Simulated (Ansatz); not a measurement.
Worked example: CH4 + CHCl2I → HI + C2H4Cl2

Species: CH4 (methane) `C`, singlet; CHCl2I (dichloroiodomethane) `ClC(Cl)I`, singlet; HI (hydrogen iodide), singlet; C2H4Cl2 (1,1-dichloroethane) `CC(Cl)Cl`, singlet. The partners trade CH3 for I: H–CH3 and C–I bonds give way to H–I and C–CH3.

Shapes, held fixed at every level: PBE0-D4/def2-TZVP. Programs: Ansatz 0.2.0. The zero-point and thermal change to 298 K, harmonic and unscaled (PBE0-D4/def2-TZVP), is -3.4 kJ/mol.

At CCSD(T)/def2-TZVPP; 1 Eh = 2625.50 kJ/mol:

```
species   energy (Eh)
    CH4    -40.438606
 CHCl2I  -1255.212443
     HI   -297.737430
C2H4Cl2   -997.929613
```

Problem. Work out ΔH(298 K) of the reaction at this level.

Solution. 
1. Products less reactants: (-297.737430) + (-997.929613) − [(-40.438606) + (-1255.212443)] = -0.015994 Eh = -42.0 kJ/mol.
2. With the thermal change: -42.0 + (-3.4) = -45.4 kJ/mol.

Other levels give -76.5 (HF/def2-SVP) to -32.7 kJ/mol (PBE-D4/def2-TZVPP). No measured value is set beside it here. For atoms past krypton def2 sets carry core potentials with scalar relativity. Correlated rows may include outer-core shells of I, which these sets cover unevenly.
